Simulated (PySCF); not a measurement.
F2Mn (SMILES [F][Mn][F]), sextet (typed; the unrestricted solution is spin-contaminated), at a GFN2-xTB geometry (such geometries of metal compounds can be far from the true shape), with bond 2-1 at 1.6 times its length; HF/6-31G* run with PySCF.

Input for PySCF:
```python
from pyscf import gto, scf

mol = gto.M(
    atom='''
Mn    0.00978932    0.00026683   -0.00171777
F    -0.39276806    2.05102177   -1.75731972
F     0.21461649   -1.28272985    1.10374058
''',
    basis='6-31g*',
    spin=5,
    verbose=4,
)

mf = scf.UHF(mol)
mf.conv_tol = 1e-6
mf.kernel()
```

Question: What does PySCF print? Leave out banner, timings and long lists.

Answer: 
```
PySCF version 2.14.0

[INPUT] verbose = 4
[INPUT] num. atoms = 3
[INPUT] num. electrons = 43
[INPUT] charge = 0
[INPUT] spin (= nelec alpha-beta = 2S) = 5
[INPUT] symmetry False subgroup None
[INPUT] Mole.unit = angstrom
[INPUT] Symbol           X                Y                Z      unit          X                Y                Z       unit  Magmom
[INPUT]  1 Mn     0.009789320000   0.000266830000  -0.001717770000 AA    0.018499133746   0.000504235622  -0.003246114845 Bohr   0.0
[INPUT]  2 F     -0.392768060000   2.051021770000  -1.757319720000 AA   -0.742224063877   3.875869420821  -3.320852984097 Bohr   0.0
[INPUT]  3 F      0.214616490000  -1.282729850000   1.103740580000 AA    0.405566387915  -2.424008108304   2.085767408769 Bohr   0.0

nuclear repulsion = 123.083785291932
number of shells = 24
number of NR pGTOs = 151
number of NR cGTOs = 62
basis = 6-31g*
ecp = {}

******** <class 'pyscf.scf.uhf.UHF'> ********
method = UHF
initial guess = minao
damping factor = 0
level_shift factor = 0
DIIS = <class 'pyscf.scf.diis.CDIIS'>
diis_start_cycle = 1
diis_space = 8
diis_damp = 0
SCF conv_tol = 1e-06
SCF conv_tol_grad = None
SCF max_cycles = 50
direct_scf = True
direct_scf_tol = 1e-13
number electrons alpha = 24  beta = 19
Set gradient conv threshold to 0.001
init E= -1346.14827447399

cycle= 1 E= -1340.4462493434  delta_E=  5.7  |g|= 2.58  |ddm|= 7.67

cycle= 2 E= -1317.74882248801  delta_E= 22.7  |g|= 6.03  |ddm|= 7.69
cycle= 3 E= -1336.9990010194  delta_E= -19.3  |g|= 4.98  |ddm|= 3.55

cycle= 4 E= -1335.36578014906  delta_E= 1.63  |g|= 5.01  |ddm|= 1.47

cycle= 5 E= -1335.74436304095  delta_E= -0.379  |g|= 4.98  |ddm|= 0.228

cycle= 6 E= -1336.08681599252  delta_E= -0.342  |g|= 4.96  |ddm|= 0.219

cycle= 7 E= -1336.722351664  delta_E= -0.636  |g|= 4.85  |ddm|= 0.431

cycle= 8 E= -1336.84546573216  delta_E= -0.123  |g|= 4.82  |ddm|= 0.105

cycle= 9 E= -1336.80586208458  delta_E= 0.0396  |g|= 4.83  |ddm|= 0.0549

cycle= 10 E= -1312.61103612165  delta_E= 24.2  |g|= 7.01  |ddm|= 8.88
cycle= 11 E= -1347.81962713347  delta_E= -35.2  |g|= 1.44  |ddm|= 8.45
cycle= 12 E= -1348.31144953869  delta_E= -0.492  |g|= 0.744  |ddm|= 0.645
cycle= 13 E= -1348.47557382567  delta_E= -0.164  |g|= 0.383  |ddm|= 0.356
cycle= 14 E= -1348.55598881246  delta_E= -0.0804  |g|= 0.0885  |ddm|= 0.344
cycle= 15 E= -1348.56424124176  delta_E= -0.00825  |g|= 0.0538  |ddm|= 0.105
cycle= 16 E= -1348.5697375989  delta_E= -0.0055  |g|= 0.0246  |ddm|= 0.131
cycle= 17 E= -1348.57116562348  delta_E= -0.00143  |g|= 0.0103  |ddm|= 0.0821
cycle= 18 E= -1348.57144938476  delta_E= -0.000284  |g|= 0.00762  |ddm|= 0.023
cycle= 19 E= -1348.57175970394  delta_E= -0.00031  |g|= 0.00665  |ddm|= 0.0284
cycle= 20 E= -1348.57232010097  delta_E= -0.00056  |g|= 0.00579  |ddm|= 0.0655
cycle= 21 E= -1348.57255482908  delta_E= -0.000235  |g|= 0.0036  |ddm|= 0.0366
cycle= 22 E= -1348.57285057323  delta_E= -0.000296  |g|= 0.00686  |ddm|= 0.0714
cycle= 23 E= -1348.57294165754  delta_E= -9.11e-05  |g|= 0.00504  |ddm|= 0.0262
cycle= 24 E= -1348.57309835112  delta_E= -0.000157  |g|= 0.00503  |ddm|= 0.0678
cycle= 25 E= -1348.57315529001  delta_E= -5.69e-05  |g|= 0.00405  |ddm|= 0.0325
cycle= 26 E= -1348.57320757757  delta_E= -5.23e-05  |g|= 0.00272  |ddm|= 0.0388
cycle= 27 E= -1348.57325479347  delta_E= -4.72e-05  |g|= 0.000809  |ddm|= 0.0708
cycle= 28 E= -1348.57325433944  delta_E= 4.54e-07  |g|= 0.000371  |ddm|= 0.00505
Extra cycle  E= -1348.57325447704  delta_E= -1.38e-07  |g|= 0.000318  |ddm|= 0.000478
converged SCF energy = -1348.57325447704  <S^2> = 9.0620506  2S+1 = 6.1031306
```
